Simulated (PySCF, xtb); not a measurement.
BiH2Br, SMILES [Br][BiH2].

Harmonic wavenumbers (cm⁻¹) from GFN2-xTB run with xtb at its own minimum, in rising order: 211, 565, 573, 819, 1789, 1806.

### Question
What does B3LYP-D3(BJ)/def2-TZVP in PySCF give at its own minimum? (The exact figures need the calculation; the answer reports its results.)

### Answer
211, 530, 544, 770, 1789, 1795. Paired by order, the mean absolute difference is 21 cm⁻¹ and the zero-point energies are 8.2 and 8.1 kcal/mol.
